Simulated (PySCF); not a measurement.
Vertical excitations of a molecule C2H4F2OSi from TDDFT-B3LYP/def2-SVPD run with PySCF, as energy in eV (oscillator strength): 6.53 (0.019), 6.66 (0.002), 7.26 (0.074), 7.70 (0.005), 7.75 (0.002), 7.95 (0.017), 8.06 (0.025), 8.09 (0.057), 8.09 (0.005), 8.18 (0.001). Lowest triplet (TDA): 6.07 eV. Geometry optimised at B3LYP-D3(BJ)/def2-SVP. One conformer was computed; it need not be the lowest.

Task: Identify the compound among the candidates.
A. FC1(F)OC[SiH2]1
B. C=C[Si](O)(F)F
C. CC(=O)[SiH](F)F
D. C=CO[SiH](F)F

Result: A, FC1(F)OC[SiH2]1
